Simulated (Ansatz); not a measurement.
Two structures of Si₂H₅OF, closed shell, reached by relaxing down either side of one saddle point (PBE0-D4/def2-TZVP). Energies are electronic, without zero-point energy. Program: Ansatz 0.2.0. Basis: def2-TZVPP and def2-QZVPP. Cores are frozen in the correlated methods. Extrapolation: Hartree–Fock as exp(−7.88 √X), correlation as X^−2.97. First:

```
atom    x (Å)    y (Å)    z (Å)
 Si1  -0.4525  -0.6374  -0.4344
  F2   0.3817  -1.9683  -0.7566
  O3  -1.4789  -0.9033   0.8117
  H4  -2.2468  -1.4593   0.6683
  H5  -1.2098  -0.3459  -1.6817
 Si6   1.0164   1.0526   0.2434
  H7   0.2555   2.3122   0.4582
  H8   1.6987   0.6668   1.5060
  H9   2.0356   1.2826  -0.8150
```

Second:

```xyz
9
angstrom
Si -1.1915 0.1353 -0.5705
F 0.5295 -2.0876 0.7058
O -1.5801 -1.3407 -0.4144
H -0.3347 -1.9809 0.2917
H -2.1513 1.0753 -1.2181
Si 0.8880 0.9209 0.1969
H 0.9422 2.3772 -0.1043
H 0.9494 0.6966 1.6582
H 1.9484 0.2038 -0.5454
```

(1) Which bonds change from the first to the second?

(2) Give the saddle point's structure and its height above each. (To be estimated.)

T1 diagnostic: at most 0.020.

Results:

(1) Si₂H₅OF ([OH][SiH]([F])[SiH3]) → Si₂H₄O ([O][SiH][SiH3]) + HF; bonds formed: F2–H4; bonds broken: Si1–F2, O3–H4.

(2) The calculation gives: 68.89 kcal/mol above the first and 3.88 kcal/mol above the second (CCSD(T) at an estimated basis limit (MP2 extrapolated from triple and quadruple zeta, plus CCSD(T) − MP2 in triple zeta)).
| atom | x (Å) | y (Å) | z (Å) |
| --- | --- | --- | --- |
| Si1 | -1.0300 | -0.0079 | -0.4149 |
| F2 | 0.1472 | -2.3136 | -0.0124 |
| O3 | -1.8708 | -0.8926 | 0.5150 |
| H4 | -0.6828 | -2.0732 | 0.4043 |
| H5 | -1.4754 | 0.2523 | -1.8164 |
| Si6 | 0.9368 | 1.0852 | 0.2453 |
| H7 | 0.6640 | 2.5474 | 0.2555 |
| H8 | 1.3297 | 0.6127 | 1.5920 |
| H9 | 1.9810 | 0.7898 | -0.7683 |

Labels in which every atom is bracketed show which atoms are joined, not bond orders.

For scale, one of the runs: CCSD(T)/def2-TZVPP, 216 basis functions, launched by `ansatz run in.yaml --threads 4 --pin off --events-out ev --progress --plain --max-ram 9574MiB`. Hardware: 4 CPU threads of an Arm Neoverse V2, shared host. Wall time 58 s; peak host memory 3.1 GiB.
